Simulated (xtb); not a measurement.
Cl3NbO, singlet, from a rough starting geometry (GFN-xTB shapes and energies of metal compounds can be far from the true ones).

Input for xtb:
```
$ xtb mol.xyz --gfn 2 --opt vtight --json

# file mol.xyz
5

Nb     0.13595024    -0.13362531    -0.12532517
O      1.53215655    -0.69227915    -0.81110608
Cl     0.59436635     0.95269672     1.87191540
Cl    -0.88955499     1.39263691    -1.34384505
Cl    -1.29562172    -1.67065254     0.37050052
```

**Question.** What does this run give for the HOMO-LUMO gap, dipole moment, total energy at the end of the optimisation?

**Answer.** 
| Quantity | Result |
|---|---|
| HOMO-LUMO gap | 3.52 eV |
| dipole moment | 4.35 D |
| total energy at the end of the optimisation | -19.747389 Ha |
